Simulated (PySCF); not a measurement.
Vertical excitations of a molecule CH8FNOSi2 from PySCF with TDDFT-B3LYP/def2-SVPD, as energy in eV (oscillator strength): 6.22 (0.026), 6.69 (0.007), 7.05 (0.083), 7.20 (0.011), 7.41 (0.007), 7.47 (0.007), 7.69 (0.014), 7.79 (0.050), 7.84 (0.007), 7.91 (0.036). Lowest triplet (TDA): 5.93 eV. Coordinates come from a B3LYP-D3(BJ)/def2-SVP optimisation. The values are those of a single conformer.

**Question.** Which molecule gave these data?
(A) N[Si@](O)(F)C[SiH3]
(B) O[SiH2]N[SiH2]CF
(C) C[Si@H](F)N[SiH2]O
(D) C[Si@@](N)(O)[SiH2]F

**Answer.** B, O[SiH2]N[SiH2]CF
